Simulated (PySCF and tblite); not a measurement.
C4H3ClN2O, numbered as in [O:1]=[CH:2][c:3]1[n:4][nH:5][cH:6][c:7]1[Cl:8]. The ensemble was built from 60 distance-geometry starts (ETKDG, MMFF94s, GFN2-xTB) and rests on GFN2-xTB geometries. Energies: PBE0-D3(BJ)/def2-SVP (IEF-PCM, acetonitrile), with GFN2-xTB thermal terms (modes under about 100 cm⁻¹ blended into free rotors). Symmetry numbers and mirror images are counted. Conformers within 3 kcal/mol (GFN2-xTB free energy) were kept, 3 at most. GIAO shieldings: wB97X-D/pcSseg-1 (IEF-PCM, acetonitrile). Shifts are against TMS (¹H), TMS (¹³C) at the same level. (PySCF 2.14, tblite 0.8.)

Torsions listed: O1–C2–C3–N4.

Two conformers hold nearly all the population. I: 180°; δ(C7) = 125.00 ppm. II: 0°; δ(C7) = 130.39 ppm. The average over the ensemble at 298.15 K is 125.94 ppm.

(1) What populations and free-energy difference follow from a two-state model?

Results:

(1) p(I) = (125.94 − 130.39)/(125.00 − 130.39) = 0.83, so K = p(II)/p(I) = 0.21 and G(II) − G(I) = −RT ln K = 0.92 kcal/mol. The weights computed directly are 82.7 % and 17.3 %.
